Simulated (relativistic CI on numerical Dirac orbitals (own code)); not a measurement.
Computed by Dirac-Coulomb-Breit CI, orbitals from a KLI potential per configuration, a model potential for QED, valence Slater integrals scaled by 0.85, configuration energies shifted to the measured levels that pair with them (semi-empirical) (own radial code, finite nucleus).

Configuration list (outside the closed core [Ne]): 3s2 3p6 3d3, 3s2 3p6 3d2 4s, 3s2 3p6 3d2 4p, 3s2 3p5 3d4, 3s2 3p6 3d2 4d, 3s2 3p6 3d2 5s, 3s2 3p4 3d5, 3s2 3p6 3d2 5p, 3s2 3p6 3d2 4f, 3s2 3p6 3d 4s2, 3s2 3p6 3d2 5d, 3s 3p6 3d4, 3s2 3p6 3d 4s 4p, 3s2 3p6 3d2 5f, 3s2 3p6 3d2 5g, 3s2 3p6 3d 4p2, 3s2 3p6 3d 4s 4d, 3s2 3p5 3d3 4s, 3s2 3p6 3d 4p 4d. Levels of other configurations are missing.

Configurations whose levels could be paired with our table of measured levels were shifted onto them, all but the ground configuration, by the median error of their levels; single terms can still be off by 1,000 to 2,000 cm⁻¹ or more, and rates follow the energies as ν³ (E1, M1) or ν⁵ (E2). The others borrow a shift and can be off by several thousand cm⁻¹ or more. 67 of the 67 excited levels that our extract of the measured tables holds in this range could be paired (the sources list more); they are missed by 747 cm⁻¹ on average and 4641 at most, after the shifts were fitted to these levels, and levels without a partner can miss by more.

Outline of the computed level scheme of Mn V. Lowest level of each configuration: 3s2 3p6 3d3 4F_3/2 at 0.0000 eV; 3s2 3p6 3d2 4s 4F_3/2 at 21.9449 eV; 3s2 3p6 3d2 4p 4G°_5/2 at 29.9990 eV.

Some strong electric-dipole decays among the lowest 45 levels: 3s2 3p6 3d2 4p 4F°_9/2 → 3s2 3p6 3d3 4F_9/2 (4.4e+09 s⁻¹); 3s2 3p6 3d2 4p 4F°_3/2 → 3s2 3p6 3d3 4F_3/2 (4.2e+09 s⁻¹); 3s2 3p6 3d2 4p 4F°_7/2 → 3s2 3p6 3d3 4F_7/2 (4.1e+09 s⁻¹); 3s2 3p6 3d2 4p 4F°_5/2 → 3s2 3p6 3d3 4F_5/2 (3.9e+09 s⁻¹); 3s2 3p6 3d2 4p 4D°_3/2 → 3s2 3p6 3d3 4F_5/2 (2.9e+09 s⁻¹); 3s2 3p6 3d2 4p 4D°_3/2 → 3s2 3p6 3d3 4P_3/2 (8.9e+08 s⁻¹); 3s2 3p6 3d2 4p 4G°_11/2 → 3s2 3p6 3d2 4s 4F_9/2 (8.8e+08 s⁻¹); 3s2 3p6 3d2 4p 2F°_5/2 → 3s2 3p6 3d3 4F_7/2 (8.1e+08 s⁻¹).
